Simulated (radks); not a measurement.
Values are calculated unless marked as measured or tabulated.
Charge is removed step by step from the 3d3/2 level of V2+, starting from [Ar] 3d(3/2: 3, 5/2: 0). Level of theory: Dirac Kohn-Sham, PBE, spin-unpolarised, spherical densities, point nucleus (a radial shooting solver on a logarithmic mesh with Libxc functionals).

removed (e) = 0: E - E(0) (eV) 0.000; eigenvalue (eV) -21.336; E minus straight line (eV) 0.000
removed (e) = 0.25: E - E(0) (eV) 5.785; eigenvalue (eV) -24.975; E minus straight line (eV) -1.446
removed (e) = 0.5: E - E(0) (eV) 12.503; eigenvalue (eV) -28.804; E minus straight line (eV) -1.958
removed (e) = 0.75: E - E(0) (eV) 20.202; eigenvalue (eV) -32.812; E minus straight line (eV) -1.491
removed (e) = 1: E - E(0) (eV) 28.923; eigenvalue (eV) -36.989; E minus straight line (eV) 0.000

Removing the whole electron costs 28.923 eV by Delta-SCF, against 21.336 eV from minus the eigenvalue at the starting occupation. Slater's transition state (half an electron removed) gives 28.804 eV. Integrating minus the eigenvalue over the occupation (Janak's theorem) gives 28.923 eV. The mean slope of the eigenvalue, de/dn, is 15.7 eV per electron. Ionisation energy of V2+ in the NIST Atomic Spectra Database: 29.311 eV (measured).

Beside tabulated values, note that spin-unpolarised runs miss the spin-polarisation part of the exchange energy of open shells.
